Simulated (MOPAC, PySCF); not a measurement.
H$_{14}$Ge$_{3}$S$_{2}$Si$_{3}$, SMILES `S[SiH2][GeH2][SiH2][GeH2][SiH2][GeH2][SH]`, neutral singlet in the gas phase. 

Z-matrix (Å, degrees):
```
Ge
H 1 1.5380
H 1 1.5411 2 107.84
Si 1 2.3835 2 111.07 3 119.07
H 4 1.4957 1 109.54 2 72.89
H 4 1.4985 5 107.85 1 -117.62
Ge 4 2.3831 5 109.08 6 -120.32
H 7 1.5396 4 111.16 5 168.28
H 7 1.5412 8 107.92 4 121.43
Si 7 2.3831 8 111.53 9 120.84
H 10 1.4918 7 110.63 8 43.80
H 10 1.4953 11 108.83 2 -169.16
S 10 2.1656 11 103.85 12 119.20
H 13 1.3531 10 94.99 11 174.90
Si 1 2.3837 2 111.16 3 -119.82
H 15 1.4951 1 109.77 2 -55.67
H 15 1.4975 16 108.68 1 -122.20
Ge 15 2.3827 16 108.33 17 -117.57
H 18 1.5361 15 111.99 16 -50.56
H 18 1.5420 19 108.68 15 124.52
S 18 2.2454 19 103.61 20 117.34
H 21 1.3522 18 94.29 19 174.75
```
Charge 0, multiplicity 1.

All levels are single points at this geometry (r2SCAN-D4/def2-SVP); Pople sets use spherical d functions. Orbital energies aren't observables, and empty levels follow the basis.

```csv
level,HOMO (eV),LUMO (eV),gap (eV),dipole (D),"vertical IE, Delta-SCF (eV)"
r2SCAN-D4/def2-TZVP in PySCF,-6.16,-1.50,4.65,1.98,–
B3LYP/6-311+G** (LANL2DZ on Ge) in PySCF,-6.83,-1.12,5.71,2.60,–
M06-2X/6-31G* in PySCF,-8.02,-0.10,7.93,2.79,–
HF/STO-3G in PySCF,-6.67,9.01,15.68,2.14,–
PM3 in MOPAC,-9.27,-2.88,6.38,2.27,–
PM6 in MOPAC,-8.94,-1.25,7.69,3.29,–
```
